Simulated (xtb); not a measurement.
xtb input (GFN2-xTB):

```bash
xtb mol.xyz --gfn 2 --sp --chrg -1 --uhf 0
```
mol.xyz:
```
15

C      2.35252726    -0.61456619    -0.21027432
Si     0.88043679     0.63761204    -0.34942855
B     -0.85068188     0.02424547     0.18107880
C     -2.03370349     1.04320639     0.54905077
C     -1.31155701    -1.50582952     0.03189987
H      2.76154241    -0.68684274     0.80270773
H      3.17747372    -0.36257666    -0.88368379
H      1.99787946    -1.61072098    -0.49352535
H      1.35048916     1.90715058     0.32225660
H     -2.88420907     0.96612398    -0.14580694
H     -2.44032642     0.79688706     1.54176694
H     -1.72582049     2.09253452     0.57762062
H     -0.52051823    -2.18833856    -0.29305235
H     -1.67881145    -1.87608509     1.00115636
H     -2.15400523    -1.62279217    -0.66689200
```

End of the output:

```
         :::::::::::::::::::::::::::::::::::::::::::::::::::::
         ::                     SUMMARY                     ::
         :::::::::::::::::::::::::::::::::::::::::::::::::::::
         :: total energy             -14.581323480701 Eh    ::
         :: gradient norm              0.044998073064 Eh/a0 ::
         :: HOMO-LUMO gap              2.046309030432 eV    ::
         ::.................................................::
         :: SCC energy               -14.773245809115 Eh    ::
         :: -> isotropic ES            0.120512478672 Eh    ::
         :: -> anisotropic ES          0.015862614841 Eh    ::
         :: -> anisotropic XC         -0.000317389570 Eh    ::
         :: -> dispersion             -0.010247019736 Eh    ::
         :: repulsion energy           0.191922328414 Eh    ::
         :: add. restraining           0.000000000000 Eh    ::
         :: total charge              -1.000000000000 e     ::
         :::::::::::::::::::::::::::::::::::::::::::::::::::::

           -------------------------------------------------
          |                Property Printout                |
           -------------------------------------------------

    * Orbital Energies and Occupations

         #    Occupation            Energy/Eh            Energy/eV
      -------------------------------------------------------------
         1        2.0000           -0.4367730             -11.8852
       ...           ...                  ...                  ...
         3        2.0000           -0.3930475             -10.6954
         4        2.0000           -0.3693909             -10.0516
         5        2.0000           -0.2964431              -8.0666
         6        2.0000           -0.2960125              -8.0549
         7        2.0000           -0.2880690              -7.8388
         8        2.0000           -0.2861140              -7.7856
         9        2.0000           -0.2828542              -7.6969
        10        2.0000           -0.2806988              -7.6382
        11        2.0000           -0.2631531              -7.1608
        12        2.0000           -0.2144131              -5.8345
        13        2.0000           -0.1950223              -5.3068
        14        2.0000           -0.1597335              -4.3466
        15        2.0000           -0.0809926              -2.2039 (HOMO)
        16                         -0.0057921              -0.1576 (LUMO)
        17                          0.0650536               1.7702
        18                          0.1115207               3.0346
        19                          0.1292916               3.5182
        20                          0.1821397               4.9563
        21                          0.2167014               5.8967
        22                          0.3102685               8.4428
        23                          0.3426874               9.3250
        24                          0.3564085               9.6984
        25                          0.3576423               9.7319
        26                          0.3686309              10.0310
       ...                                ...                  ...
        35                          0.9562962              26.0221
      -------------------------------------------------------------
                  HL-Gap            0.0752005 Eh            2.0463 eV
             Fermi-level           -0.0433924 Eh           -1.1808 eV

     #   Z          covCN         q      C6AA      α(0)
     1   6 C        3.640    -0.137    23.545     6.978
     2  14 Si       2.718    -0.026   200.191    31.074
     3   5 B        2.738     0.099    19.897     7.469
     4   6 C        3.667    -0.158    23.846     7.002
     5   6 C        3.666    -0.151    23.710     6.983
     6   1 H        0.924    -0.064     4.454     3.300
     7   1 H        0.924    -0.073     4.689     3.386
     8   1 H        0.924    -0.070     4.615     3.359
     9   1 H        0.901    -0.213    11.837     5.383
    10   1 H        0.923    -0.035     3.746     3.027
    11   1 H        0.923    -0.029     3.616     2.974
    12   1 H        0.924    -0.037     3.797     3.047
    13   1 H        0.924    -0.034     3.726     3.019
    14   1 H        0.923    -0.034     3.715     3.014
    15   1 H        0.923    -0.038     3.816     3.055

 Mol. C6AA /au·bohr⁶  :       2924.988539
 Mol. C8AA /au·bohr⁸  :      88166.058964
 Mol. α(0) /au        :         93.070992

Wiberg/Mayer (AO) data.
largest (>0.10) Wiberg bond orders for each atom

 ---------------------------------------------------------------------------
     #   Z sym  total        # sym  WBO       # sym  WBO       # sym  WBO
 ---------------------------------------------------------------------------
     1   6 C    3.908 --     8 H    1.013     7 H    1.010     6 H    1.005
                             2 Si   0.798
     2  14 Si   3.121 --     3 B    1.499     9 H    0.870     1 C    0.798
     3   5 B    3.568 --     2 Si   1.499     4 C    0.974     5 C    0.969
     4   6 C    3.919 --    12 H    0.995    10 H    0.980    11 H    0.980
                             3 B    0.974
     5   6 C    3.918 --    13 H    0.992    15 H    0.980    14 H    0.979
                             3 B    0.969
     6   1 H    0.996 --     1 C    1.005
     7   1 H    0.995 --     1 C    1.010
     8   1 H    0.995 --     1 C    1.013
     9   1 H    0.955 --     2 Si   0.870
    10   1 H    0.999 --     4 C    0.980
    11   1 H    0.998 --     4 C    0.980
    12   1 H    0.999 --     4 C    0.995
    13   1 H    0.999 --     5 C    0.992
    14   1 H    0.999 --     5 C    0.979
    15   1 H    0.999 --     5 C    0.980
 ---------------------------------------------------------------------------

Topologies differ in total number of bonds
Writing topology from bond orders to xtbtopo.mol

molecular dipole:
                 x           y           z       tot (Debye)
 q only:       -0.664      -0.047      -0.220
   full:       -0.743      -0.706       0.258       2.687
Note: The following floating-point exceptions are signalling: IEEE_UNDERFLOW_FLAG IEEE_DENORMAL
normal termination of xtb
molecular quadrupole (traceless):
                xx          xy          yy          xz          yz          zz
 q only:      -11.130       0.593       0.631       2.193      -1.846      10.499
  q+dip:       -6.471      -0.180      -0.350       2.277       0.077       6.821
   full:       -5.969      -1.495       0.329       2.458       0.252       5.640

           -------------------------------------------------
          | TOTAL ENERGY              -14.581323480701 Eh   |
          | GRADIENT NORM               0.044998073064 Eh/α |
          | HOMO-LUMO GAP               2.046309030432 eV   |
           -------------------------------------------------

------------------------------------------------------------------------
------------------------------------------------------------------------
 total:
 SCF:
```

It need not be the lowest isomer of its formula. Whether it binds its extra electron was not tested at this geometry.
